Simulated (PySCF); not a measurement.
# Shieldings and the share of exact exchange

Molecule: `InChI=1S/CH5FOSi/c2-1-4-3/h3H,1,4H2`.

Atom-mapped SMILES (the numbers label the heavy atoms): `[OH:1][SiH2:2][CH2:3][F:4]`; H(Xn) means a hydrogen on atom n.

GIAO shieldings (ppm, equivalent atoms averaged) in PySCF 2.14 on the PBE0-D3(BJ)/def2-SVP geometry, basis pcSseg-2, gas phase, non-relativistic:

| functional | exact exchange (%) | σ(O1) | σ(Si2) | σ(C3) | σ(F4) |
| --- | --- | --- | --- | --- | --- |
| BLYP | 0 | 302.5 | 335.6 | 87.2 | 458.7 |
| BP86 | 0 | 306.4 | 343.1 | 92.8 | 462.5 |
| PBE | 0 | 306.4 | 343.3 | 92.5 | 461.3 |
| B3LYP | 20 | 308.3 | 349.3 | 94.3 | 470.4 |
| PBE0 | 25 | 313.0 | 360.6 | 100.9 | 474.7 |
| mPW1PW91 | 25 | 312.4 | 360.0 | 100.4 | 474.3 |
| HF | 100 | 322.5 | 409.0 | 117.0 | 500.3 |

Q: Fit each shielding as a line in the percentage of exact exchange.

A: σ(O1) = 306.0 + 0.17 x (rms 1.9 ppm); σ(Si2) = 340.6 + 0.69 x (rms 3.3 ppm); σ(C3) = 91.5 + 0.26 x (rms 2.4 ppm); σ(F4) = 462.2 + 0.39 x (rms 2.0 ppm). The functionals also differ in their semilocal parts, which the line can't hold; Hartree–Fock has no correlation at all.

Q: What does the line predict for BHandHLYP (50 %), and what does the run give?

A: σ(O1): 314.5 predicted, 314.6 computed; σ(Si2): 375.1 predicted, 370.3 computed; σ(C3): 104.5 predicted, 103.1 computed; σ(F4): 481.7 predicted, 484.0 computed ppm.
